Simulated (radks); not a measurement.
The fluorine anion F- inside a hard spherical wall (all orbitals vanish at R), configuration held at [Ne] and not refilled when levels cross. All-electron calculation, scalar-relativistic Kohn-Sham, PBE, spin-polarised, spherical densities, point nucleus. Program: a radial shooting solver on a logarithmic mesh with Libxc functionals. Eigenvalues in eV for spin up, with the zero of energy where the potential of the charges vanishes at infinity; a dash marks a level that is unbound or too diffuse for the functional's potential to be trusted. A positive occupied level is held by the wall or, in an anion where self-interaction has pushed it up, behind a barrier. The pressure on the wall is -dE/dV.

| R (bohr) | E (hartree) | kinetic (hartree) | e(1s) | e(2s) | e(2p) | e(3s, empty) | e(3p, empty) | pressure (GPa) |
|---|---|---|---|---|---|---|---|---|
| 20 | -99.90457 | 99.799 | -649.32 | -16.980 | 1.322 | 2.400 | 2.598 | < 0.0001 |
| 15 | -99.90453 | 99.799 | -649.30 | -16.956 | 1.345 | 3.227 | 3.644 | 0.000227 |
| 10 | -99.90397 | 99.802 | -649.16 | -16.836 | 1.458 | 4.962 | 6.077 | 0.00846 |
| 8 | -99.90231 | 99.809 | -648.94 | -16.636 | 1.650 | 6.529 | 8.350 | 0.0606 |
| 7 | -99.89967 | 99.821 | -648.67 | -16.413 | 1.865 | 7.871 | 10.265 | 0.191 |
| 5 | -99.87304 | 99.931 | -647.04 | -15.136 | 3.145 | 13.948 | 18.348 | 3.15 |
